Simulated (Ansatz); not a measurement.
Cost and result for the atomization energy of CH₄BClN₂ (`N=C(Cl)BN`) (9 atoms, 8 bonds).

```xyz
9

N    -1.863   -0.905    0.355
C    -0.711   -0.627   -0.041
Cl    0.175   -1.721   -1.169
B     0.072    0.677    0.391
N     1.340    0.914   -0.091
H    -2.231   -1.781   -0.014
H    -0.464    1.437    1.137
H     1.803    0.278   -0.722
H     1.878    1.727    0.154
```

Total charge 0; spin multiplicity 1. All single points use the PBE0-D4/def2-TZVP geometry. It is one conformer, not always the lowest. Program: Ansatz. All runs use 2 threads of an Arm Neoverse V1 on a shared host. Times are those of one run each, without the atoms' runs, and a repeat can differ threefold. Electronic energies, without spin–orbit coupling; frozen cores. CCSD(T)/CBS adds CCSD(T) − MP2 in def2-TZVPP to the MP2 limit, and its time is that of the two runs behind it. T1 = 0.014.

CCSD(T)/CBS is a level of theory with its own doubt, some kJ/mol a heavy atom from the limit and from the frozen cores, so smaller differences don't rank the functionals.

```
                           level  functions  wall time
            revPBE-D4/def2-TZVPP        222      2.9 s
              BLYP-D4/def2-TZVPP        222      3.2 s
 PBE-D4/def2-TZVPP (with forces)        222      3.7 s
              PBE0-D4/def2-TZVPP        222      4.6 s
                CCSD(T)/def2-SVP         94      6.5 s
           r2SCANh-D4/def2-TZVPP        222        8 s
             PBE-QIDH/def2-TZVPP        222        9 s
              ωB97X-V/def2-TZVPP        222       14 s
               B97M-V/def2-TZVPP        222       15 s
ωB97M-V/def2-TZVPP (with forces)        222       18 s
                  MP2/def2-QZVPP        418       34 s
              CCSD(T)/def2-TZVPP        222    2.9 min
               CCSD(T)/CBS(def2)          –    3.5 min
```

(1) What atomization energy does each give, and how far from CCSD(T)/CBS? (Estimate.)

Answers

(1) The calculation gave: 
| level | atomization (kcal/mol) | difference from CCSD(T)/CBS | per bond |
| --- | --- | --- | --- |
| revPBE-D4/def2-TZVPP | 829.8 | 13.4 | 1.7 |
| BLYP-D4/def2-TZVPP | 834.0 | 17.6 | 2.2 |
| PBE-D4/def2-TZVPP (with forces) | 854.6 | 38.2 | 4.8 |
| PBE0-D4/def2-TZVPP | 828.6 | 12.2 | 1.5 |
| CCSD(T)/def2-SVP | 766.7 | -49.7 | -6.2 |
| r2SCANh-D4/def2-TZVPP | 815.5 | -0.9 | -0.1 |
| PBE-QIDH/def2-TZVPP | 813.4 | -3.0 | -0.4 |
| ωB97X-V/def2-TZVPP | 823.2 | 6.8 | 0.8 |
| B97M-V/def2-TZVPP | 824.4 | 8.0 | 1.0 |
| ωB97M-V/def2-TZVPP (with forces) | 826.7 | 10.3 | 1.3 |
| MP2/def2-QZVPP | 826.4 | 10.0 | 1.2 |
| CCSD(T)/def2-TZVPP | 790.6 | -25.8 | -3.2 |
| CCSD(T)/CBS(def2) | 816.4 | 0.0 | 0.0 |

From BLYP to BHLYP (50 % exact exchange), in def2-TZVPP and without D4, the atomization energy moves by −38.3 kcal/mol: exact exchange takes away binding that semilocal exchange gives to molecules. The D4 term adds +7.0 kcal/mol with B3LYP and +3.7 kcal/mol with PBE0; it sums over pairs of atoms, weighted by their polarisabilities, and B3LYP, whose exchange is more repulsive, gets the larger term. Leaving LDA and LC-ωPBE aside and taking each functional with its dispersion term where it has one, the values, not all of them listed here, spread over 63.5 kcal/mol, from BHLYP-D4 to PBE-D4. LDA lies +109.7 kcal/mol from PBE without D4, its usual overbinding.

B3LYP here is the variant with VWN-RPA as its local correlation; programs differ in this.
